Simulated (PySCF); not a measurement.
SbFBr2, SMILES [Sb]([Br])([F])[Br].

Geometry: PBE0-D3(BJ)/def2-SVP. The def2 effective core potentials stand for the cores of Sb; spin–orbit coupling is left out.

Method: TDDFT-PBE/def2-SVPD in PySCF.

Vertical excitations. Gas-phase values at a fixed geometry. State labels are in the subgroup Cs.

Computed excitation energies, oscillator strengths and character:
```
state  symmetry  energy (eV)  λ (nm)      f                                            main pairs
-----  --------  -----------  ------  -----  ----------------------------------------------------
S1           A"         4.50     275  0.005                      HOMO→LUMO 73 %, HOMO−2→LUMO 18 %
S2           A'         4.57     271  0.006                    HOMO−1→LUMO 57 %, HOMO→LUMO+1 38 %
S3           A"         4.59     270  0.000  HOMO−2→LUMO 73 %, HOMO→LUMO 13 %, HOMO−1→LUMO+1 13 %
S4           A'         4.68     265  0.020                    HOMO→LUMO+1 58 %, HOMO−1→LUMO 29 %
S5           A'         4.79     259  0.004                  HOMO−2→LUMO+1 76 %, HOMO−3→LUMO 12 %
S6           A"         4.85     255  0.000                                      HOMO→LUMO+2 86 %
S7           A"         4.96     250  0.025                HOMO−1→LUMO+1 48 %, HOMO−2→LUMO+2 39 %
S8           A'         4.96     250  0.000                  HOMO−3→LUMO 70 %, HOMO−1→LUMO+2 22 %
S9           A'         5.00     248  0.019                  HOMO−1→LUMO+2 73 %, HOMO−3→LUMO 16 %
S10          A"         5.08     244  0.007                                    HOMO−3→LUMO+1 79 %
T1           A'         4.05     306      0                                      HOMO−1→LUMO 97 %
T2           A"         4.15     299      0                                        HOMO→LUMO 94 %
T3           A"         4.20     295      0                                    HOMO−1→LUMO+1 90 %
T4           A"         4.38     283      0                                      HOMO−2→LUMO 94 %
```
Triplets are in the Tamm–Dancoff approximation, which puts them higher than full response would, so one can lie above its singlet here.
